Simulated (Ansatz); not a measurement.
`[Li][N](C)C` + CH₃OH → `[Li][O]C` + `CNC` at 500 K and 1 bar (ligand exchange at a Li–N bond).

Gas-phase electronic energies from Ansatz, PBE0-D4/def2-TZVP geometries. CBS: MP2 limit from def2 TZ/QZ plus the TZ coupled-cluster correction, frozen cores. This one scheme is used for every species. For Li outer-core shells are correlated without core-valence functions, which leaves a few kJ/mol of doubt a bond.

```csv
species,CCSD(T)/CBS energy (Eh),H − E (kJ/mol),S (J/(mol·K))
`[Li][N](C)C`,-141.90308,247.7,342.7
CH₃OH,-115.61712,157.0,265.4
`[Li][O]C`,-122.55324,134.3,284.3
`CNC`,-135.00321,273.8,313.8
```

H − E and S are ideal-gas, rigid-rotor, harmonic terms from PBE0-D4/def2-TZVP. 1 Eh = 2625.50 kJ/mol, R = 8.31446 J/(mol·K).

Question: By hand: ΔE, ΔH, ΔS and ΔG.

Answer: ΔE = (-122.55324) + (-135.00321) − (-141.90308) − (-115.61712) = -0.03625 Eh = -95.2 kJ/mol. Δ(H − E) = 134.3 + 273.8 − 247.7 − 157.0 = 3.4, so ΔH = -91.8 kJ/mol. ΔS = 284.3 + 313.8 − 342.7 − 265.4 = -10.0 J/(mol·K). ΔG = -91.8 − 500 × (-10.0)/1000 = -86.8 kJ/mol.

Question: By hand: the equilibrium constant, and the temperature at which ΔG would vanish if ΔH and ΔS stayed fixed.

Answer: log₁₀ K = −ΔG/(RT ln 10) = 9.1. ΔG = 0 at ΔH/ΔS = 9180 K, far beyond where these terms or the molecules hold.

The number of gas molecules stays the same, so ΔS is small and ΔH decides. A doubt of 5 kJ/mol in ΔE shifts log₁₀ K by 0.5 here. These are equilibria of isolated gas molecules and say nothing of rates. Largest T1 diagnostic: 0.013 (customary marks: 0.02 for closed shells, 0.045 for open ones).
